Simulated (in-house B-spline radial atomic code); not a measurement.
**How G0W0 and RPA depend on the start: the caesium ion Cs⁺**

Configuration [Kr] 4d10 5s2 5p6. Computed with a B-spline radial code for spherical atoms: all electrons, scalar-relativistic (spin-free one-electron X2C), finite nucleus, each spin shell either full or empty, empty states to l = 9 with an (l + 1/2)⁻⁴ tail; G0W0 by contour deformation at full frequency.

Spin-orbit coupling, left out, splits p levels strongly here.

```tsv
start	mean-field 5p (eV)	G0W0 (eV)	QP weight	RPA correlation (Eh)
Hartree-Fock	-23.449	-24.186	0.953	-3.9463
LDA VWN5	-18.834	?	?	?
PBE	-18.671	-23.648	0.897	-4.2962
PBE0	-20.144	-23.811	0.922	-4.198
r2SCAN	-19.097	-23.773	0.912	-4.234
HSE06	-19.703	-23.799	0.916	-4.2078
B3LYP (VWN-RPA)	-19.816	-23.806	0.916	-4.2185
SCAN	-19.093	-23.736	0.913	-4.2318
TPSS	-18.814	?	?	?
BHandHLYP	-21.402	-23.961	0.935	-4.1089
CAM-B3LYP	-21.515	-23.953	0.935	-4.1709
LC-wPBE	-23.007	-23.985	0.946	-4.1635
wB97X	-22.498	-24.013	0.944	-4.1472
PBEsol	-18.686	-23.638	0.899	-4.2983
BLYP	-18.470	-23.657	0.893	-4.2975
r2SCAN0	-20.415	-23.877	0.928	-4.1577
LDA exchange-only	-17.482	-23.680	0.883	-4.2997
```

Q: What G0W0 level, weight and RPA correlation energy follow from the TPSS start?

A: G0W0 level -23.703 eV, weight 0.902, RPA correlation -4.277 hartree.

Q: What G0W0 level, weight and RPA correlation energy follow from the LDA VWN5 start?

A: G0W0 level -23.645 eV, weight 0.900, RPA correlation -4.3018 hartree.

Q: How much of the dependence on the start does G0W0 remove?

A: The mean-field levels span 5.97 eV and the G0W0 levels 0.548 eV. Against 23.157 eV (NIST, measured) the G0W0 removal energies are off by +0.48 to +1.03 eV, with spin-orbit coupling, Breit and QED terms left out.
